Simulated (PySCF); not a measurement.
The free ion Ni2+ in its d8 configuration.

Method (PySCF 2.14, density fitting): CASSCF(8,5) with orbitals averaged over all microstates of the shell, strongly contracted NEVPT2 on the averaged canonical orbitals; basis x2c-TZVPall; spin-free X2C; gas phase; spin-orbit coupling by state interaction with the mean-field operator over all roots.

Question: Which term lies lowest, and with what spin?

Answer: 3F (S = 1, orbital degeneracy 7), by NEVPT2.

Question: Where do the spin-allowed transitions within the shell lie?

Answer: By NEVPT2: 3P at 17174 cm⁻¹ (582 nm).

Question: Which is the lowest state of another spin?

Answer: 1D at 14143 cm⁻¹ by NEVPT2; CASSCF alone puts it at 16317 cm⁻¹ above the same ground state.

Question: What are the magnetic parameters?

Answer: The lowest spin-orbit level is 9-fold with J = 4; the next lies at 1337.7 cm⁻¹. μeff is 5.61 μB at 300 K and 5.59 μB at 10 K; the free-ion value g_J√(J(J+1)) for the Hund's-rule level J = 4 is 5.59 μB.

The job took 2.1 s on one thread of AMD EPYC 7B13 (shared host), with 48 basis functions, launched as `OMP_NUM_THREADS=1 python lf_run.py task.json out`.
